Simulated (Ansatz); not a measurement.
`Cl[SiH2]CBr` and `O[SiH2]CBr` differ in one atom or group.

Ansatz, PBE0-D4/def2-TZVP geometries, multiplicity 1. Each molecule was computed in one conformer, which needn't be the lowest.

Scalar relativity is left out up to krypton. Spin–orbit coupling is left out; it splits and shifts lone-pair levels of the heavy atoms by tenths of an eV.

```tsv
property	`Cl[SiH2]CBr`
size of the dipole moment (ωB97M-V/def2-TZVPP) / D	2.13
LUMO energy (ωB97M-V/def2-TZVPP) / eV	1.35
LUMO energy (PBE/def2-TZVPP) / eV	-1.57
HOMO energy (PBE/def2-TZVPP) / eV	-6.69
LUMO energy (PBE0/def2-TZVPP) / eV	-0.60
ideal-gas entropy at 298 K and 1 bar (rigid rotor, harmonic PBE0-D4/def2-TZVP) / J/(mol·K)	341
```

Give the same properties after the change, and the shifts. (Estimate.)

Ansatz gave: 
```csv
property,`O[SiH2]CBr`,shift
size of the dipole moment (ωB97M-V/def2-TZVPP) / D,2.27,0.14
LUMO energy (ωB97M-V/def2-TZVPP) / eV,1.37,0.02
LUMO energy (PBE/def2-TZVPP) / eV,-1.42,0.15
HOMO energy (PBE/def2-TZVPP) / eV,-6.52,0.17
LUMO energy (PBE0/def2-TZVPP) / eV,-0.45,0.15
"ideal-gas entropy at 298 K and 1 bar (rigid rotor, harmonic PBE0-D4/def2-TZVP) / J/(mol·K)",340,-1
```

The zero-point energy changes by 32.4 kJ/mol with +3 modes. Dipoles are sizes alone; their direction can turn.

Positive LUMOs are unbound, so they and the gaps depend on the basis.
